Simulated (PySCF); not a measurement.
# Hartree-Fock beside MP2: AlCClH3 cation

Calculated results; nothing here was measured. The program is PySCF 2.14.0, an open-source quantum chemistry code, run on an isolated molecule that a program drew, which may never have been made. The molecule is AlCClH3 cation (charge +1, singlet), drawn as the SMILES string `[CH3][Al+][Cl]`.

The geometry was optimised and harmonic frequencies were computed with HF and MP2, all in the cc-pV(D+d)Z basis, for the commonest isotopes, with a restricted reference for singlets and an unrestricted one otherwise, and a frozen core in MP2. Each result is a local minimum of its method.

Geometry at the HF minimum:
```xyz
6
AlCClH3 cation, angstrom
C    -1.1027    0.1302    0.4453
Al   -1.3012   -1.7380    0.8413
Cl   -1.5096   -3.7005    1.2571
H    -1.0544    0.2671   -0.6374
H    -0.1829    0.5012    0.9033
H    -1.9588    0.6777    0.8464
```

Lengths of the bonds as drawn, in Å (atoms numbered as above):
| bond | HF | MP2 |
|---|---|---|
| C1-Al2 | 1.920 | 1.914 |
| Al2-Cl3 | 2.017 | 2.025 |
| C1-H4 | 1.092 | 1.104 |
| C1-H5 | 1.092 | 1.104 |
| C1-H6 | 1.092 | 1.104 |

Rotational constants, in GHz:
| constant | HF | MP2 |
|---|---|---|
| A | 157.3 | 153.8 |
| B | 2.77 | 2.763 |
| C | 2.77 | 2.763 |

Harmonic frequencies in cm^-1, each column in rising order, so a row needn't be the same motion in every method:
```
rank    HF   MP2
   1   144   136
   2   144   136
   3   484   485
   4   782   728
   5   782   728
   6   789   789
   7  1327     ?
   8  1516  1413
   9  1516  1413
  10  3173  3077
  11  3284  3200
  12  3284  3200
```

**Estimate the missing MP2 frequency from the HF column.**

A single factor s that minimises the squared misfit of MP2 against s times HF over the other rows is sum(HF x MP2) / sum(HF^2) = 0.9673, with an rms misfit of 29 cm^-1. For rank 7 it gives 0.9673 x 1327 = 1284 cm^-1. The calculation gives 1218 cm^-1, 66 cm^-1 below the estimate. The drawn bonds are on average 0.7 % longer in MP2 than in HF.
